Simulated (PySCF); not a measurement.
A search over the determinants of KNa

Unrestricted PBE0; basis K x2c-TZVPall, Na x2c-TZVPall; spin-free X2C with a Gaussian nucleus; PySCF 2.14. Outer shells of the fragments: K 4s1; Na 3s1.

Followed along the bond (rough minima from three points):

```json
{"2Ms+1": "1", "unpaired": "none", "⟨S²⟩ at the start": "0.00", "R at minimum (Å)": "3.54", "Te (eV)": "0.00"}
{"2Ms+1": "3", "unpaired": "σ ↑, π ↑", "⟨S²⟩ at the start": "2.00", "R at minimum (Å)": "3.48", "Te (eV)": "1.39"}
{"2Ms+1": "3", "unpaired": "σ ↑↑", "⟨S²⟩ at the start": "2.00", "R at minimum (Å)": "none in the scan", "Te (eV)": "≤ 0.59"}
```

Solutions found at the starting distance of 3.520 Å, counted from the lowest of them; the search is not exhaustive and high or unbound solutions are not listed, so other states can lie among these:

```
2Ms+1  unpaired   term  E (eV)  ⟨S²⟩  ⟨Lz²⟩  μ (D)
    1      none    ¹Σ⁺    0.00  0.00   0.00  -2.94
    3      σ ↑↑    ³Σ⁺    0.81  2.00   0.00   0.37
    3  σ ↑, π ↑     ³Π    1.39  2.00   1.01  -3.91
    1  σ ↑, π ↓  mixed    1.75  1.00   1.00  -3.91
```

A term symbol is given only where ⟨S²⟩ and ⟨Lz²⟩ are close to those of a pure state; real π, δ and φ orbitals otherwise mix terms. A positive dipole means K(−)Na(+).

Counting both spins, an empty level lies below a filled one in some of these solutions, because spin and occupation are held.
